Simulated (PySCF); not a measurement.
Species: C₆H₁₆N₂Si.
SMILES with atom numbers: `[CH3:1][NH:2][SiH2:3][N:4]1[CH2:5][CH2:6][CH2:7][C@H:8]1[CH3:9]` (hydrogens: H10, H11, H12 on C1; H13 on N2; H14, H15 on Si3; H16, H17 on C5; H18, H19 on C6; H20, H21 on C7; H22 on C8; H23, H24, H25 on C9)

Cartesian coordinates in Å at the PBE0-D3(BJ)/def2-SVP level; atoms count from 1:
```
atom  x, y, z in Å
C1     3.9086    0.5396   -0.0747
N2     2.5422    0.4779    0.3778
Si3    1.4331   -0.8311    0.1659
N4    -0.1430   -0.1969   -0.1495
C5    -0.4111    0.9485   -0.9992
C6    -1.5621    1.6452   -0.2843
C7    -2.3986    0.4600    0.1868
C8    -1.3722   -0.6464    0.5099
C9    -1.8330   -2.0245    0.0545
H10    4.0820   -0.2402   -0.8325
H11    4.1440    1.5078   -0.5517
H12    4.6513    0.3768    0.7294
H13    2.2909    1.2054    1.0385
H14    1.2146   -1.7310    1.3483
H15    2.0669   -1.6453   -0.9234
H16    0.4898    1.5731   -1.1020
H17   -0.7244    0.6526   -2.0223
H18   -2.1189    2.3444   -0.9261
H19   -1.1725    2.2107    0.5783
H20   -3.0578    0.1217   -0.6302
H21   -3.0430    0.6915    1.0476
H22   -1.2042   -0.6893    1.6031
H23   -2.7874   -2.3002    0.5320
H24   -1.9737   -2.0422   -1.0379
H25   -1.0924   -2.7959    0.3160
```

Computed with PySCF 2.14.0, PBE0-D3(BJ)/def2-SVP geometry optimisation, gas phase.

Masses are those of the commonest isotopes; rigid-rotor values at the optimised geometry. The values belong to one conformer with, in the numbering `[CH3:1][NH:2][SiH2:3][N:4]1[CH2:5][CH2:6][CH2:7][C@H:8]1[CH3:9]`, C1–N2–Si3–N4 -142°, N2–Si3–N4–C5 40°, Si3–N4–C5–C6 -143°, N4–C5–C6–C7 -39°, C5–C6–C7–C8 34°, C6–C7–C8–C9 -139°.

(1) Give the principal moments of inertia and the rotational constants in cm⁻¹.

(2) What kind of rotor is it?

(3) Is it planar, by Δ = Ic − Ia − Ib?

(4) Give the other two planar moments, Paa and Pbb, and the rms extents of the mass along the axes.

(5) List the rotational levels J(Ka,Kc) to J = 2 (K).

(6) Which types of transition are allowed, and where do some lines up to J = 4 fall?

Answers

(1) Ia = 202.77, Ib = 627.91, Ic = 768.14 u·Å²; 505379 MHz·u·Å²/I gives 2492, 804.9 and 657.9 MHz, that is A = 0.08314, B = 0.02685, C = 0.02195 cm⁻¹.

(2) An asymmetric top. Ray's parameter κ = (2B − A − C)/(A − C) = -0.840; −1 is the prolate and +1 the oblate limit.

(3) Not planar: Δ = Ic − Ia − Ib = -62.53 u·Å². For a rigid frame Δ = −2 Σ m c², so Σ m c² = 31.27 u·Å² lies off the ab plane: 16.68 from hydrogen and 14.58 from heavier atoms. The atom farthest from that plane is 1.81 Å away.

(4) Paa = Σ m a² = (Ib + Ic − Ia)/2 = 596.64 and Pbb = Σ m b² = (Ia + Ic − Ib)/2 = 171.50 u·Å². With the mass M = 144.11 u, the rms extents √(P/M) along a, b and c are 2.03, 1.09, 0.47 Å.

(5) Above 0(0,0), as E/k:
J = 1: 1(0,1) 0.070, 1(1,1) 0.151, 1(1,0) 0.158
J = 2: 2(0,2) 0.210, 2(1,2) 0.285, 2(1,1) 0.306, 2(2,1) 0.549, 2(2,0) 0.549
Those of J = 1 are B + C, A + C and A + B.

(6) The dipole components are |μa| = 0.15 D, |μb| = 1.24 D, |μc| = 0.63 D. Intensities carry the squares of the components, which stand as 0.01 : 1.00 : 0.25 (a : b : c). Some lines, for components of 0.1 D or more:

| type | branch | J(Ka,Kc) | MHz | lower level (cm⁻¹) |
| --- | --- | --- | --- | --- |
| a | Q | 4(1,3) ← 4(1,4) | 1467 | 0.521 |
| c | Q | 2(1,2) ← 2(0,2) | 1550 | 0.146 |
| b | R | 2(1,2) ← 1(0,1) | 4466 | 0.049 |
| b | Q | 2(2,0) ← 2(1,1) | 5072 | 0.212 |
| b | Q | 2(2,1) ← 2(1,2) | 5503 | 0.198 |
| c | Q | 4(3,2) ← 4(2,2) | 8700 | 0.727 |
| c | Q | 4(4,1) ← 4(3,1) | 12309 | 1.017 |
| b | R | 3(3,1) ← 2(2,0) | 13190 | 0.382 |
| c | R | 3(3,0) ← 2(2,0) | 13190 | 0.382 |
| c | R | 4(3,1) ← 3(2,1) | 14636 | 0.529 |

Whether it is a minimum is left open (no frequencies). No vibrational averaging or centrifugal distortion is included, and the geometry carries the error of its method. A rigid rotor knows nothing of internal rotation, which can split or shift real lines. Quadrupole hyperfine structure (14N) is left out.

Hardware: Arm Neoverse V1, one thread, shared host. Cost: 6.0 min wall, 0.96 GiB resident at most. These figures are those of the optimisation.
